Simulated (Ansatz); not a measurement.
ClH6NSi2 (`N[SiH2][SiH2]Cl`). Charge 0, multiplicity 1. Geometry: relaxed with PBE0-D4/def2-TZVP. It is one conformer, not always the lowest.

```xyz
10

N    -0.849   -1.501   -0.217
Si    0.630   -0.637   -0.354
Si    0.120    1.582    0.191
Cl   -1.056    1.509    1.900
H    -1.430   -1.348    0.593
H    -0.920   -2.452   -0.541
H     1.117   -0.742   -1.757
H     1.749   -1.090    0.529
H    -0.675    2.275   -0.854
H     1.314    2.405    0.510
```

What is the dipole moment at B3LYP/def2-TZVPP? (Estimate.)

Computed: 1.52 D, with components (0.22, -1.33, -0.69) D in this frame, pointing from negative to positive charge.

And with PBE, r2SCAN, ωB97M-V? (Estimate.)

Ansatz gave: PBE 1.48 D, r2SCAN 1.52 D, ωB97M-V 1.54 D.

Give the Mulliken charges with B3LYP, PBE, ωB97M-V in def2-TZVPP. (An estimate is asked.)

Ansatz gave: 
| atom | B3LYP | PBE | ωB97M-V |
| --- | --- | --- | --- |
| N1 | -0.40 | -0.38 | -0.37 |
| Si2 | 0.34 | 0.27 | 0.26 |
| Si3 | 0.34 | 0.29 | 0.24 |
| Cl4 | -0.27 | -0.24 | -0.24 |
| H5 | 0.14 | 0.15 | 0.12 |
| H6 | 0.13 | 0.15 | 0.11 |
| H7 | -0.08 | -0.06 | -0.03 |
| H8 | -0.09 | -0.08 | -0.05 |
| H9 | -0.06 | -0.05 | -0.02 |
| H10 | -0.06 | -0.05 | -0.02 |

B3LYP here is the variant with VWN-RPA as its local correlation; programs differ in this.
